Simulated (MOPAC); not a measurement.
Job for MOPAC: PM3 on ClGeH3 (SMILES [Cl][GeH3]), a point of a bond scan (R = 3.806 Å).

```
PM3 1SCF PRECISE CHARGE=0 THREADS=1
ClGeH3

Ge    -0.68437382 1     0.03163627 1     0.00355747 1
Cl     3.11758248 1    -0.14411520 1    -0.01620561 1
H     -1.06958507 1     1.46669244 1    -0.37372973 1
H     -1.14315274 1    -0.32666519 1     1.42174700 1
H     -1.18623477 1    -0.98290436 1    -1.03034895 1
```

The log:

```
*******************************************************************************
 **                                                                           **
 **                              MOPAC v23.2.5                                **
 **                                                                           **
 *******************************************************************************
 ** MOPAC's Digital Object Identifier: https://doi.org/10.5281/zenodo.6511958 **
 **                                                                           **
 ** Please cite the open-source release paper for use of this MOPAC version:  **
 ** J. E. Moussa and J. J. P. Stewart (2026)                                  **
 ** MOPAC: An open-source semiempirical molecular orbital program             **
 ** J. Open Source Softw., 11(119), 8025, https://doi.org/10.21105/joss.08025 **
 *******************************************************************************

                              PM3 CALCULATION RESULTS

 *******************************************************************************
 *  PM3        - The PM3 Hamiltonian to be used
 *
 *
 *
 *                 CHARGE ON SYSTEM = 0
 *
 *
 *
 *  PRECISE    - TIGHTER CRITERIA TO BE USED
 *  1SCF       - DO 1 SCF AND THEN STOP
 *  THREADS=1  - MULTI-THREADING NOT USED
 *  T=         - A TIME OF 172800.0 SECONDS REQUESTED
 *  DUMP=N     - RESTART FILE WRITTEN EVERY 7200.0 SECONDS REQUESTED
 *******************************************************************************
PM3 1SCF PRECISE CHARGE=0 THREADS=1
 ClGeH3

   ATOM   CHEMICAL          X               Y               Z
  NUMBER   SYMBOL      (ANGSTROMS)     (ANGSTROMS)     (ANGSTROMS)

     1      Ge         -0.68437382  *   0.03163627  *   0.00355747  *
     2      Cl          3.11758248  *  -0.14411520  *  -0.01620561  *
     3       H         -1.06958507  *   1.46669244  *  -0.37372973  *
     4       H         -1.14315274  *  -0.32666519  *   1.42174700  *
     5       H         -1.18623477  *  -0.98290436  *  -1.03034895  *



          CARTESIAN COORDINATES

    NO.       ATOM           X           Y           Z

     1        Ge         -0.6844      0.0316      0.0036
     2        Cl          3.1176     -0.1441     -0.0162
     3         H         -1.0696      1.4667     -0.3737
     4         H         -1.1432     -0.3267      1.4217
     5         H         -1.1862     -0.9829     -1.0303

  H: (PM3): J. J. P. STEWART, J. COMP. CHEM. 10, 209 (1989).
 Cl: (PM3): J. J. P. STEWART, J. COMP. CHEM. 10, 209 (1989).
 Ge: (PM3): J. J. P. STEWART, J. COMP. CHEM. 12, 320-341 (1991).

           Empirical Formula: H3 Ge Cl  =     5 atoms



      MOLECULAR POINT GROUP   :   C3v


      RHF CALCULATION, NO. OF DOUBLY OCCUPIED LEVELS = 7


 -------------------------------------------------------------------------------
 PM3 1SCF PRECISE CHARGE=0 THREADS=1
 ClGeH3



     1SCF WAS SPECIFIED, SO BFGS WAS NOT USED
     SCF FIELD WAS ACHIEVED


                              PM3 CALCULATION
                                                       MOPAC v23.2.5 Linux




          FINAL HEAT OF FORMATION =        100.38431 KCAL/MOL =     420.00796 KJ/MOL


          COSMO AREA              =        117.66 SQUARE ANGSTROMS
          COSMO VOLUME            =        101.69 CUBIC ANGSTROMS

          IONIZATION POTENTIAL    =          8.890175 EV
          HOMO LUMO ENERGIES (EV) =         -8.890 -4.162
          NO. OF FILLED LEVELS    =          7
          MOLECULAR WEIGHT        =        111.0667         POINT GROUP:  C3v

          MOLECULAR DIMENSIONS (Angstroms)

            Atom       Atom       Distance
            H     5   Cl     2     4.50054
            H     4    H     3     2.53876
           Cl     2    H     3     2.07876


          SCF CALCULATIONS        =          1





   ATOM   CHEMICAL          X               Y               Z
  NUMBER   SYMBOL      (ANGSTROMS)     (ANGSTROMS)     (ANGSTROMS)

     1      Ge         -0.68437382  *   0.03163627  *   0.00355747  *
     2      Cl          3.11758248  *  -0.14411520  *  -0.01620561  *
     3       H         -1.06958507  *   1.46669244  *  -0.37372973  *
     4       H         -1.14315274  *  -0.32666519  *   1.42174700  *
     5       H         -1.18623477  *  -0.98290436  *  -1.03034895  *

                             CARTESIAN COORDINATES

   1   Ge       -0.684373820     0.031636270     0.003557470
   2   Cl        3.117582480    -0.144115200    -0.016205610
   3    H       -1.069585070     1.466692440    -0.373729730
   4    H       -1.143152740    -0.326665190     1.421747000
   5    H       -1.186234770    -0.982904360    -1.030348950


           Empirical Formula: H3 Ge Cl  =     5 atoms



      MOLECULAR POINT GROUP   :   C3v


                  EIGENVALUES
 -52.28713 -16.22135 -13.19967 -13.19967  -9.74482  -9.74482  -8.89018  -4.16161
  -0.25958  -0.25957   1.54224


              NET ATOMIC CHARGES AND DIPOLE CONTRIBUTIONS

  ATOM NO.   TYPE          CHARGE      No. of ELECS.   s-Pop       p-Pop
    1         Ge           0.507967        3.4920     0.74973     2.74230
    2         Cl          -0.344980        7.3450     1.99970     5.34528
    3          H          -0.054330        1.0543     1.05433
    4          H          -0.054329        1.0543     1.05433
    5          H          -0.054328        1.0543     1.05433
 DIPOLE           X         Y         Z       TOTAL
 POINT-CHG.    -5.949     0.275     0.031     5.955
 HYBRID         0.347    -0.016    -0.002     0.347
 SUM           -5.602     0.259     0.029     5.608


          ATOMIC ORBITAL ELECTRON POPULATIONS

     Atom    s        px        py        pz
    1 Ge   0.74973   0.68881   1.02639   1.02711
    2 Cl   1.99970   1.34683   1.99852   1.99994
    3  H   1.05433
    4  H   1.05433
    5  H   1.05433

 **********************
 *                    *
 * JOB ENDED NORMALLY *
 *                    *
 **********************




 == MOPAC DONE ==
```

The run finished.

Cost: roughly 0.04 core-seconds.
